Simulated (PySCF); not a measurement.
Identify the compound

Molecular formula: C$_{6}$H$_{6}$B$_{2}$Cl$_{2}$. Simulated spectra:

1H NMR (300 MHz, computed): δ 9.09 (d, 1H), 8.89 (m, 1H), 8.82 (d, 1H), 8.62 (m, 1H), 8.33 (m, 1H), 6.53 (br, 1H).

13C{1H} NMR (computed): δ 172.5 (CH), 160.9 (CH), 160.3 (CH), 156.9 (CH), 153.7 (CH), 144.7 (C).

[PySCF 2.14: GIAO PBE0/pcSseg-1 shieldings; structure optimised with PBE0-D3(BJ)/def2-SVP; rapidly exchanging positions averaged; no relativistic terms; a single conformation; isolated molecule]

Chemical shifts δ = σref − σ; TMS for 1H (σref 31.27), 13C (σref 184.41), all at this level.

Task: What is the structure?

Result: 
- 6 carbon signals for 6 carbons: no two carbons are equivalent.
- Carbon types of the structure: 1 × C, 5 × CH, leaving 1 H on heteroatoms.
- δC 172.5, 160.9, 160.3, 156.9, 153.7: alkene CH.
- δC 144.7: fully substituted alkene carbon; an sp2 carbon of a C=C bond.
- δH 9.09, 8.89, 8.82, 8.62, 8.33: hydrogen on an alkene CH.
- δH 6.53: hydrogen on a boron bonded to 2 C, in a 7-membered ring.

Structure: SMILES B1C=CC=C(B(Cl)Cl)C=C1.

The shifts were computed for this structure.

Hydrogens on boron are broadened and split by 11B (spin 3/2, 80 %) and 10B (spin 3). A carbon bonded to boron is broadened by the quadrupolar boron nucleus and is often missing from a measured spectrum. Shifts are as computed. Against solution values, carbons near 30 ppm lie about +2 ppm off and those near 130 ppm about +5 ppm. Of 1211 compounds with measured shifts, 218 miss one by over three times the rms of a fit or turn the order of signals round; such compounds aren't used in these exercises. No couplings were computed; multiplicities are counted from neighbouring protons, with m where these are inequivalent, close in shift, in a saturated or five-membered ring or joined by F or P, and br s for small geminal =CH2 splittings.
